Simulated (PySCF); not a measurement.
C6H10N2O.
Geometry (PBE0-D3(BJ)/def2-SVP, Å), atoms numbered from 1 in this order:
```
atom  x, y, z in Å
C1    -0.5602    2.1285   -0.3821
N2    -0.8210    0.7245   -0.5450
C3     0.1232   -0.2170   -0.1695
C4    -0.1596   -1.6095    0.0169
C5    -1.4820   -2.2800   -0.0935
N6     0.9268   -2.2749    0.3162
O7     1.9354   -1.3764    0.3321
C8     1.4771   -0.1349    0.0475
C9     2.5138    0.9274   -0.0048
H10    0.2868    2.4414   -1.0122
H11   -0.3332    2.4297    0.6610
H12   -1.4362    2.7005   -0.7180
H13   -1.7595    0.4541   -0.2784
H14   -1.9156   -2.1405   -1.0964
H15   -2.2002   -1.8758    0.6394
H16   -1.3697   -3.3549    0.0963
H17    2.9008    1.0765   -1.0267
H18    3.3614    0.6338    0.6298
H19    2.1344    1.8915    0.3560
```

Linear response at PBE0/def2-SVPD (PySCF, frozen core in the response, non-relativistic). One conformer (not necessarily the lowest) at the PBE0-D3(BJ)/def2-SVP geometry, without solvent, vibrations or thermal averaging.

Static isotropic polarisability: 90.09 au (13.35 Å³), principal values 62.9, 98.0, 109.3 au.

What is the polarisability at 1064 nm and at the sodium D line?

90.93 au at 1064 nm (+0.9 %), 92.97 au at 589.3 nm (+3.2 %). The rise at 589.3 nm is 3.43 times that at 1064 nm; a pure ω² law gives 3.26. The lowest singlet lies at 244 nm, shorter than both wavelengths.

What is the isotropic C6 coefficient between two such molecules, C6 = (3/π)∫α(iω)² dω?

3437 au (Eh·bohr⁶) by a ten-point quadrature over imaginary frequencies, which is 2050 eV·Å⁶ or 198 J·nm⁶/mol.

Which effective excitation energy ω̄ makes London's formula C6 = (3/4)α²ω̄ exact here?

ω̄ = 4·C6/(3α²) = 0.565 Eh = 15.4 eV. A one-pole form α(ω) = α/(1 − ω²/ω̄²) fitted to the 1064 nm value gives 12.1 eV.

How many electrons N does the Slater–Kirkwood formula C6 = (3/4)·√N·α^(3/2) need to give this C6?

N = (4·C6/3)²/α³ = 28.7; the species has 68 electrons in all.

What three-body coefficient follows from the one-pole estimate C9 = (3/4)·α·C6?

232000 au. This is an estimate from the two numbers above, not a computed integral.

What n − 1 at the D line would an ideal gas of it have at 273.15 K and 1 atm (2.6868 × 10¹⁹ cm⁻³), by n − 1 = 2π·N·α′?

23.26 × 10⁻⁴, a formal value whether or not that pressure can be reached.
